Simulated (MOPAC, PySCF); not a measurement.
[W(OH)6], neutral singlet in the gas phase. 

Cartesian coordinates (Å):
```xyz
13

W      0.1005     0.0279     0.1303
O     -0.5627    -1.8192     0.2103
H     -0.7261    -2.1973    -0.6755
O      1.0334     1.7127     0.4811
H      0.4682     2.4671     0.7345
O      1.9228    -0.5219    -0.1233
H      2.5763     0.2056    -0.1288
O     -0.2292    -0.2000     1.9975
H     -0.6885    -1.0223     2.2626
O     -0.0788    -0.1885    -1.8152
H      0.7195    -0.5878    -2.2120
O     -1.4841     1.0661    -0.1551
H     -1.6465     1.3959    -1.0601
```
Charge 0, spin multiplicity 1.

All levels are single points at this geometry (PBE-D3(BJ)/def2-SVP); Pople sets use spherical d functions. Orbital energies aren't observables, and empty levels follow the basis.

```
level                                 HOMO (eV)  LUMO (eV)  gap (eV)  dipole (D)  vertical IE, Delta-SCF (eV)
------------------------------------  ---------  ---------  --------  ----------  ---------------------------
B3LYP-D3(BJ)/def2-TZVP in PySCF           -8.56      -3.06      5.50        1.90                            –
TPSSh-D3(BJ)/def2-TZVP in PySCF           -7.89      -3.18      4.71        1.86                            –
PBE/6-31G* (LANL2DZ on W) in PySCF        -6.83      -3.42      3.41        1.99                            –
SVWN5/6-31G* (LANL2DZ on W) in PySCF      -7.00      -3.56      3.44        2.09                            –
HF/6-31G* (LANL2DZ on W) in PySCF        -13.09       0.00     13.09        2.31                            –
PM7 in MOPAC                             -12.86      -0.28     12.57        2.22                            –
```
